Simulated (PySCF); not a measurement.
C6H5FSSi.
SMILES with atom numbers: `[CH:1]#[C:2][Si@@H:3]([F:4])[c:5]1[cH:6][cH:7][cH:8][s:9]1` (hydrogens: H10 on C1; H11 on Si3; H12 on C6; H13 on C7; H14 on C8)

All values: B3LYP/def2-SVPD (PySCF, non-relativistic), on one gas-phase PBE0-D3(BJ)/def2-SVP geometry that isn't relaxed in the solvent. The solvent is an IEF-PCM continuum (van der Waals radii × 1.2). Specific hydrogen bonds and non-electrostatic terms are outside this model.

Gas phase at B3LYP/def2-SVPD: HOMO -7.01 eV, LUMO -1.27 eV, dipole 1.85 D.

Q: What does the continuum do to the energy, the frontier levels and the dipole at B3LYP/def2-SVPD in cyclohexane and tetrahydrofuran?

A: 
```
        solvent      ε  E(solvent) − E(gas) (kcal/mol)  polarisation term (kcal/mol)  distortion of the solute (kcal/mol)  HOMO (eV)  LUMO (eV)  dipole (D)
    cyclohexane  2.017                           -1.85                         -1.95                                 0.10      -6.96      -1.23        2.05
tetrahydrofuran  7.426                           -3.94                         -4.38                                 0.44      -6.95      -1.22        2.27
```

The polarisation term is half the interaction of the solute with the surface charges that it induces; the rest is the cost of distorting the solute's density. The sum is the electrostatic part of solvation alone. From cyclohexane to tetrahydrofuran the lowering changes by a factor 2.13, Onsager's factor (ε − 1)/(2ε + 1) by 2.01 and ε itself by 3.7.

Q: Which radius a makes the point-dipole formula ΔE = −[(ε − 1)/(2ε + 1)]·μ²/a³ give the value in tetrahydrofuran, with the gas-phase dipole?

A: μ = 0.729 au and |ΔE| = 0.00628 Eh give a = 1.72 Å; the farthest nucleus lies 4.70 Å from the centroid of the nuclei, so such a sphere wouldn't even hold the nuclei. The formula assumes a rigid point dipole at the centre of a sphere.

Q: How does the static polarisability (B3LYP/def2-SVPD, frozen core, with the continuum's full static response) change?

A: 
```
         medium  isotropic (au)  principal values (au)  ⟨r²⟩ of the electrons (bohr²)
            gas           109.1     82.6, 106.4, 138.3                         1720.9
    cyclohexane           123.3     92.9, 121.8, 155.1                         1719.9
tetrahydrofuran           141.6    108.5, 142.0, 174.2                         1718.8
```

The isotropic value in tetrahydrofuran is 1.30 times the gas-phase one; no cavity-field correction is applied. ⟨r²⟩ is taken about the centre of nuclear charge.

The run took about 70 s of CPU time (one thread, shared machine). This is the whole response run at B3LYP/def2-SVPD in tetrahydrofuran, SCF included.

The values belong to the conformer `[CH:1]#[C:2][Si@@H:3]([F:4])[c:5]1[cH:6][cH:7][cH:8][s:9]1`: C2–Si3–C5–C6 -123°.
